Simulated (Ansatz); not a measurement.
Consider the isomerisation: `[SiH3][GeH]1[CH2][S]1` → `[SiH3][CH]1[S][GeH2]1`.

Gas-phase electronic energies from Ansatz, PBE0-D4/def2-TZVP geometries. CCSD(T)/CBS adds triple-zeta CCSD(T) − MP2 to the extrapolated MP2 energy (def2 sets, frozen cores). Functionals use def2-TZVPP. B3LYP here is the variant with VWN-RPA as its local correlation; programs differ in this. For Ge outer-core shells are correlated without core-valence functions, which leaves a few kJ/mol of doubt a bond. Scalar relativity is left out up to krypton.

| level | ΔE (kJ/mol) | difference from CCSD(T)/CBS |
| --- | --- | --- |
| PBE-D4 | 27.8 | 11.3 |
| r2SCAN-D4 | 22.9 | 6.4 |
| PBE0-D4 | 24.8 | 8.3 |
| B3LYP-D4 | 21.6 | 5.1 |
| ωB97X-V | 18.0 | 1.5 |
| ωB97M-V | 16.1 | -0.4 |
| B2PLYP | 20.0 | 3.5 |
| PBE | 29.9 | 13.4 |
| r2SCAN | 23.3 | 6.8 |
| PBE0 | 26.5 | 10.0 |
| B3LYP | 25.2 | 8.7 |
| HF/def2-TZVPP | 14.7 | -1.8 |
| MP2/def2-TZVPP | 13.4 | -3.1 |
| SCS-MP2/def2-TZVPP | 13.1 | -3.4 |
| CCSD/def2-TZVPP | 17.3 | 0.8 |
| CCSD(T)/def2-TZVPP | 17.3 | 0.8 |
| HF/def2-QZVPP | 13.6 | -2.9 |
| MP2/def2-QZVPP | 12.6 | -3.9 |
| SCS-MP2/def2-QZVPP | 12.1 | -4.4 |
| HF/CBS(def2) | 13.4 | -3.1 |
| MP2/CBS(def2) | 12.6 | -3.9 |
| CCSD/CBS(def2) | 16.6 | 0.1 |
| CCSD(T)/CBS | 16.5 | 0 |

Largest T1 diagnostic among the species: 0.013.

The D4 term adds −3.6 kJ/mol with B3LYP and −1.7 kJ/mol with PBE0; it sums over pairs of atoms, weighted by their polarisabilities, and B3LYP, whose exchange is more repulsive, gets the larger term. From PBE to PBE0 (25 % exact exchange), in def2-TZVPP and without D4, ΔE moves by −3.4 kJ/mol.
